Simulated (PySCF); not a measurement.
Phosphorus: a sound run and one with changed settings

Sound run: P⁺ [Ne] 3s2 3p2, P²⁺ [Ne] 3s2 3p1. All numbers are calculated (PySCF 2.14, the non-relativistic Hamiltonian (point nucleus), in def2-TZVP (5s5p2d1f, 37 functions)). In the sound run the correlated levels freeze [Ne]. The sound run starts from symmetry-adapted Hartree-Fock orbitals and uses a fine grid where one is needed.

Changed run: scalar relativity by spin-free X2C-1e. This setting is unsound on purpose.

```tsv
species	method	sound run (hartree)	changed run (hartree)	converged
P⁺	UHF	-340.34566	-341.07697	yes
P⁺	MN15	-340.76315	-341.50125	yes
P⁺	r2SCAN	-340.84718	-341.58027	yes
P⁺	MP2	-340.40630	-341.13760	yes
P⁺	CCSD(T)	-340.42924	-341.16046	yes
P²⁺	UHF	-339.64140	-340.37266	yes
P²⁺	MN15	-340.03563	-340.77384	yes
P²⁺	r2SCAN	-340.11403	-340.84712	yes
P²⁺	MP2	-339.68615	-340.41741	yes
P²⁺	CCSD(T)	-339.70639	-340.43755	yes
```

Ionisation energy of P⁺:

```tsv
method	sound run (eV)	changed run (eV)
UHF	19.164	19.165
MN15	19.797	19.794
r2SCAN	19.950	19.950
MP2	19.596	19.597
SCS-MP2	19.508	19.509
CCSD	19.636	19.638
CCSD(T)	19.670	19.671
```

Most of the change in total energy is the relativistic energy itself. On top of that the contraction fixes the core shape for the Hamiltonian it was made with, so the changed run is not a good calculation with the other Hamiltonian either.

For comparison, NIST gives 19.769 eV between the lowest levels.
